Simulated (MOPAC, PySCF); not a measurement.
[Zr(Cl)3(NH2)], neutral singlet in the gas phase. 

Cartesian coordinates (Å):
```xyz
7

Zr     0.0335     0.0093    -0.0364
Cl    -1.0115     1.9011     0.9063
Cl    -0.2198     0.0690    -2.3867
Cl    -0.6767    -2.0860     0.7776
N      1.9880     0.1671     0.3918
H      2.5053     1.0477     0.4937
H      2.6451    -0.6134     0.5018
```
Charge 0, spin multiplicity 1.

All levels are single points at this geometry (TPSS-D3(BJ)/def2-SVP); Pople sets use spherical d functions. Orbital energies aren't observables, and empty levels follow the basis.

```json
[
 {"level": "PBE-D3(BJ)/def2-TZVP in PySCF", "HOMO (eV)": "-7.02", "LUMO (eV)": "-3.12", "gap (eV)": "3.89", "dipole (D)": "2.85", "vertical IE, Delta-SCF (eV)": "–"},
 {"level": "TPSSh-D3(BJ)/def2-TZVP in PySCF", "HOMO (eV)": "-7.64", "LUMO (eV)": "-2.73", "gap (eV)": "4.91", "dipole (D)": "2.88", "vertical IE, Delta-SCF (eV)": "–"},
 {"level": "B3LYP/LANL2DZ in PySCF", "HOMO (eV)": "-8.38", "LUMO (eV)": "-3.09", "gap (eV)": "5.29", "dipole (D)": "3.81", "vertical IE, Delta-SCF (eV)": "–"},
 {"level": "BP86/6-31G* (LANL2DZ on Zr) in PySCF", "HOMO (eV)": "-7.17", "LUMO (eV)": "-3.57", "gap (eV)": "3.60", "dipole (D)": "3.49", "vertical IE, Delta-SCF (eV)": "–"},
 {"level": "M06-2X/6-31G* (LANL2DZ on Zr) in PySCF", "HOMO (eV)": "-9.85", "LUMO (eV)": "-1.98", "gap (eV)": "7.87", "dipole (D)": "3.62", "vertical IE, Delta-SCF (eV)": "–"},
 {"level": "PBE/6-31G* (LANL2DZ on Zr) in PySCF", "HOMO (eV)": "-7.06", "LUMO (eV)": "-3.45", "gap (eV)": "3.61", "dipole (D)": "3.48", "vertical IE, Delta-SCF (eV)": "9.93"},
 {"level": "SVWN5/6-31G* (LANL2DZ on Zr) in PySCF", "HOMO (eV)": "-7.20", "LUMO (eV)": "-3.59", "gap (eV)": "3.61", "dipole (D)": "3.51", "vertical IE, Delta-SCF (eV)": "10.13"},
 {"level": "PM6 in MOPAC", "HOMO (eV)": "-9.82", "LUMO (eV)": "-1.30", "gap (eV)": "8.52", "dipole (D)": "2.86", "vertical IE, Delta-SCF (eV)": "–"},
 {"level": "PM7 in MOPAC", "HOMO (eV)": "-9.85", "LUMO (eV)": "0.39", "gap (eV)": "10.25", "dipole (D)": "4.12", "vertical IE, Delta-SCF (eV)": "–"}
]
```
